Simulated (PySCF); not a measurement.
Species: 1-octene, C₈H₁₆.
SMILES with atom numbers: `[CH2:1]=[CH:2][CH2:3][CH2:4][CH2:5][CH2:6][CH2:7][CH3:8]` (hydrogens: H9, H10 on C1; H11 on C2; H12, H13 on C3; H14, H15 on C4; H16, H17 on C5; H18, H19 on C6; H20, H21 on C7; H22, H23, H24 on C8)

The calculation used PBE0-D3(BJ)/def2-SVP geometry optimisation, gas phase in PySCF.

Problem. List the bond lengths, angles and torsions at this level.

Solution. 
```
                  bond  length (Å)
                 C1=C2       1.334
                 C2–C3       1.495
                 C3–C4       1.528
                 C4–C5       1.522
                 C5–C6       1.522
                 C6–C7       1.523
                 C7–C8       1.520
                 C1–H9       1.093
                C1–H10       1.095
                C2–H11       1.099
        C3–H12, C3–H13       1.105
        C4–H14, C4–H15       1.105
        C5–H16, C5–H17       1.105
        C6–H18, C6–H19       1.105
        C7–H20, C7–H21       1.105
C8–H22, C8–H23, C8–H24       1.102
```

Bonds in one row agree within 0.01 Å and their mean is given. A selection of angles:
```
     angle  degrees
  C2–C1–H9    121.7
 C2–C1–H10    121.3
 H9–C1–H10    117.0
  C1–C2–C3    125.5
 C1–C2–H11    118.7
 C3–C2–H11    115.8
  C2–C3–C4    113.1
 C2–C3–H12    109.1
 C4–C3–H12    108.5
H12–C3–H13    106.3
  C3–C4–C5    113.5
 C3–C4–H14    109.0
 C5–C4–H14    109.7
H14–C4–H15    105.7
  C4–C5–C6    113.7
 C4–C5–H16    109.3
 C6–C5–H16    109.3
H16–C5–H17    105.6
  C5–C6–C7    113.8
 C5–C6–H18    109.3
 C7–C6–H18    109.3
H18–C6–H19    105.5
  C6–C7–C8    113.5
 C6–C7–H20    109.1
 C8–C7–H20    109.6
H20–C7–H21    105.6
 C7–C8–H22    111.8
H22–C8–H23    107.6
```

Torsions: C1–C2–C3–C4 119° (anticlinal); C2–C3–C4–C5 179° (antiperiplanar); C3–C4–C5–C6 180° (antiperiplanar); C4–C5–C6–C7 180° (antiperiplanar); C5–C6–C7–C8 180° (antiperiplanar). The mirror-image conformer, all signs reversed, is as good.

Of the pairs four or more bonds apart, H10···H13 is among the closest relative to their van der Waals radii: 2.45 Å, 102 % of the sum of Bondi's values. The C–C distances run from 1.334 Å (C1=C2, drawn double) to 1.528 Å (C3–C4, drawn single), a spread of 0.194 Å.

Point group: C1 (no symmetry element, even within 0.4 Å). Whether it is a minimum is left open (no frequencies). One conformer, not necessarily the lowest.

The run took 75 s of wall time on an x86-64 server with one thread, on a shared host. These figures are those of the optimisation.
